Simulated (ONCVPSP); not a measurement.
# Before and after: ONCV potential for Ce (Z = 58)

* Element: cerium
* Generator: ONCVPSP 4.0.1
* Type: optimised norm-conserving Vanderbilt (ONCV)
* Functional: LDA (Perdew-Wang 92)
* Relativity: scalar-relativistic
* Frozen core: [Xe]
* Valence charge: 4
* Reference configuration: 5d2 6s2
* Partial waves: 6s: rc 3.85 bohr, ncon 3, nbas 8, qcut 1.5 1/bohr, 3 projectors, debl 2.2 Ha; p scattering state at 0.24 Ha: rc 3.10 bohr, ncon 3, nbas 8, qcut 2.3 1/bohr, 1 projector; 5d: rc 3.85 bohr, ncon 4, nbas 9, qcut 4.3 1/bohr, 2 projectors, debl 1.2 Ha; f scattering state at 0.02 Ha: rc 3.60 bohr, ncon 4, nbas 8, qcut 3 1/bohr, 2 projectors, debl 0.7 Ha
* Local potential: polynomial inside 3.05 bohr (lpopt 5, dvloc0 0 Ha)
* Core correction: Teter function, fcfact 3.75, rcfact 1.65

In the f channel the program set the typed energies aside and used -0.430, 0.270 Ha.

Change: s: rc 5.52.

Cutoffs: the cutoffs (Ha) at which the residual kinetic energy of the hardest occupied pseudo-wave falls to 1 and 0.1 mHa per electron; they do not see the model core or the augmentation charge, which bear on the density cutoff. Errors are all-electron minus pseudo energies relative to the spin-unpolarised reference configuration.

Predict the effect on cutoff, ghosts and configuration errors.

The potential gets softer (5.6 Ha and 12 Ha → 5.6 Ha and 6.7 Ha); the errors of the 3 common tests hardly move; neither file shows a bound ghost. A larger radius leaves more room for a smooth pseudo-wave, so fewer plane waves are needed.

```csv
quantity,base,changed
"cutoff, loose",5.6 Ha,5.6 Ha
"cutoff, tight",12 Ha,6.7 Ha
loose cutoff by channel,"s 2.0 Ha, d 5.6 Ha","s 0.6 Ha, d 5.6 Ha"
bound ghosts,none,none
GHOST(+) flags under 300 eV,"p at 12.4 eV, s at 85.0 eV","p at 12.4 eV, s at 45.4 eV, s at 100.5 eV"
"tests counted as reliable (solved cleanly; for ONCVPSP, near-neutral configurations with less than one 5d electron left out)",3 of 4,3 of 4
"error for 4f1 5d1 6s2, meV [ΔE -4.95 eV]",+2514,+2509
"error for 4f1 5d1 6s1, meV [ΔE 1.31 eV]",+2381,+2354
"error for 4f1 5d1 6s0, meV [ΔE 12.65 eV]",+1856,+1616
p: phases at 3.15 bohr within 0.05 rad from the reference energy up to (Ha; the scan ends near 5),0.3,0.3
d: phases at 3.90 bohr within 0.05 rad from the reference energy up to (Ha; the scan ends near 5),2.2,2.2
f: phases at 3.65 bohr within 0.05 rad from the reference energy up to (Ha; the scan ends near 5),n/a,n/a
"rms error of d²Exc/dni dnj with the model core, mHa",3.57,3.74
```

Base: The cutoffs count occupied waves only; projector 2 of the f channel, the hardest unoccupied one, needs 25 Ha at the loose tolerance. Tests not counted: 4f1 5d1 6s1 6p1 (no result). These tests converged, but a pseudo level misses the all-electron one widely, so the file describes the atom poorly there or has found another state: 4f1 5d1 6s2: 4f by 5.4 eV; 4f1 5d1 6s1: 4f by 5.6 eV; 4f1 5d1 6s0: 4f by 5.9 eV. Changed file: The cutoffs count occupied waves only; projector 2 of the f channel, the hardest unoccupied one, needs 25 Ha at the loose tolerance. Tests not counted: 4f1 5d1 6s1 6p1 (no result). These tests converged, but a pseudo level misses the all-electron one widely, so the file describes the atom poorly there or has found another state: 4f1 5d1 6s2: 4f by 5.4 eV; 4f1 5d1 6s1: 4f by 5.9 eV; 4f1 5d1 6s0: 4f by 6.4 eV.
